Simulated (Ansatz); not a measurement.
A nudged elastic band was laid between two geometries of AlF4GeH3O (10 atoms, charge 0, multiplicity 1).

Computed with RKS PBE-D4/def2-SVP (Ansatz 0.2.0).

```json
{
 "movable images": "9",
 "climbing image": "yes",
 "spring": "5.0 eV/Å²",
 "optimiser": "quadratic models (default)",
 "start path": "through a guess of the saddle point",
 "force threshold": "0.03 eV/Å",
 "iteration limit": "60",
 "end points": "relaxed"
}
```

First end point:

```xyz
10
Properties=species:S:1:pos:R:3
Ge -0.240 0.194 0.238
F 0.431 0.708 1.771
F 0.944 -0.961 -0.258
F -0.323 1.702 -0.598
F -1.426 -0.558 -1.236
O -1.788 -0.434 1.080
Al -2.893 -1.148 -0.330
H -2.913 -2.733 -0.229
H -4.138 -0.189 -0.555
H -1.791 -0.319 2.049
```

Last end point:

```xyz
10
Properties=species:S:1:pos:R:3
Ge -0.269 -0.084 -0.289
F -0.393 0.816 2.086
F 1.032 -0.959 0.428
F 0.092 1.580 -0.563
F -0.414 -0.760 -1.883
O -1.847 -0.364 0.467
Al -3.305 -1.242 0.029
H -3.339 -2.090 -1.313
H -4.453 -1.073 1.112
H -1.243 0.437 1.859
```

Task: Which bonds break or form, and what moves?

Result: Bonds broken: Ge1–F2, F5–Al7, O6–H10. Bonds formed: F2–H10. AlF4GeH3O becomes AlF3GeH2O + FH.

Task: Give the energies along the band, and the barrier.

Result: The forces met the threshold. The highest image is number 7 of 0 to 10, 134.4 kJ/mol above the first end and 1.3 kJ/mol above the last; the last end lies 133.2 kJ/mol above the first. A vibrational analysis at the climbing image gives one clearly imaginary mode, 76i cm⁻¹: a first-order saddle point. The orbitals stay closed-shell, which can raise the energy where a bond breaks towards radicals; this wasn't checked here.

```tsv
image	path coordinate (Å)	energy (kJ/mol)	Ge1–F2 (Å)	F5–Al7 (Å)	O6–H10 (Å)
0	0.00	0.0	1.75	1.82	0.98
1	0.42	3.4	1.76	1.83	0.98
2	0.85	29.3	1.80	1.87	1.00
3	1.27	87.2	1.95	1.94	1.16
4	1.69	102.7	2.19	2.07	1.56
5	2.11	123.5	2.28	2.44	1.61
6	2.54	132.9	2.36	2.84	1.67
7	2.96	134.4	2.45	3.15	1.70
8	3.43	133.9	2.50	3.34	1.71
9	3.90	133.4	2.52	3.44	1.71
10	4.37	133.2	2.54	3.50	1.72
```

Task: What is the geometry of the highest image?

Result: 
```xyz
10
Properties=species:S:1:pos:R:3:forces:R:3
Ge -0.337 -0.050 -0.232 0.00 0.00 0.00
F -0.240 0.718 2.092 0.00 0.00 0.00
F 0.981 -1.038 0.275 0.00 0.00 0.00
F 0.121 1.589 -0.509 0.00 0.00 0.00
F -0.742 -0.639 -1.829 0.00 0.00 0.00
O -1.889 -0.290 0.595 0.00 0.00 0.00
Al -3.255 -1.230 -0.023 0.00 0.00 0.00
H -2.966 -2.632 -0.705 0.00 0.00 0.00
H -4.667 -0.588 0.319 0.00 0.00 0.00
H -1.145 0.424 1.949 0.00 0.00 0.00
```

Run time: 8.8 min on 4 threads of Arm Neoverse V1 (shared host), peak memory 0.22 GiB.
